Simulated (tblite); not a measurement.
Compound: C6H4NO (doublet state).
Bonds: C1–C2 (triple), C2–C3, C3–N4 (aromatic), N4–C5 (aromatic), C5–C6, C5–C7 (aromatic), C7–O8 (aromatic), C3–O8 (aromatic). Hydrogens: H9, H10, H11 on C6; H12 on C7.

Structure optimised with GFN2-xTB, isolated species. This method treats the open shell by occupation alone, without spin polarisation.

What internal coordinates does the optimisation give?

```
                 bond  length (bohr)     order
                C1≡C2          2.297    triple
                C2–C3          2.652    single
                C3–N4          2.471  aromatic
                N4–C5          2.560  aromatic
                C5–C6          2.798    single
                C5–C7          2.605  aromatic
                C7–O8          2.533  aromatic
                C3–O8          2.560  aromatic
C6–H9, C6–H10, C6–H11          2.055    single
               C7–H12          2.023    single
```

Bonds in one row agree within 0.02 bohr and their mean is given. Orders are formal, as drawn. A selection of angles:
```
   angle  degrees
C1–C2–C3    158.8
C2–C3–N4    126.5
C2–C3–O8    120.5
N4–C3–O8    113.1
C3–N4–C5    105.8
N4–C5–C6    122.6
N4–C5–C7    107.9
C6–C5–C7    129.5
C5–C7–O8    108.6
C3–O8–C7    104.7
```

Torsions: C1–C2–C3–N4 95° (anticlinal). The mirror-image conformer, all signs reversed, is as good.

C3 (carbon bonded to C, N and O) is planar (angles 126.5°, 120.5° and 113.1°, sum 360.0°, 0.00 Å off the plane of its three neighbours). N4 (nitrogen bonded to 2 C) is bent (angle 105.8°). O8 (oxygen bonded to 2 C) is bent (angle 104.7°). The C–C distances run from 1.215 Å (C1≡C2, drawn triple) to 1.480 Å (C5–C6, drawn single), a spread of 0.265 Å. C7 (carbon bonded to C, O and H) is planar (angles 133.1°, 118.3° and 108.6°, sum 360.0°, 0.00 Å off the plane of its three neighbours). The 5-membered ring C3–N4–C5–C7–O8 has internal angles of 104.7° to 113.1° (sum 540°, against 540° for a flat polygon); it is planar, 0.01 Å rms from its mean plane, widest ring torsion 2°. C5 (carbon bonded to 2 C and N) is planar (angles 129.5°, 122.6° and 107.9°, sum 360.0°, 0.00 Å off the plane of its three neighbours).

Point group: C1 (no symmetry element, even within 0.4 Å). Its GFN2-xTB frequencies are all real (lowest 50 cm⁻¹). 2 starts were optimised and ended at 0.00 and 0.11 kcal/mol (GFN2-xTB); the lowest of these is shown.

All values are computed, not measured.
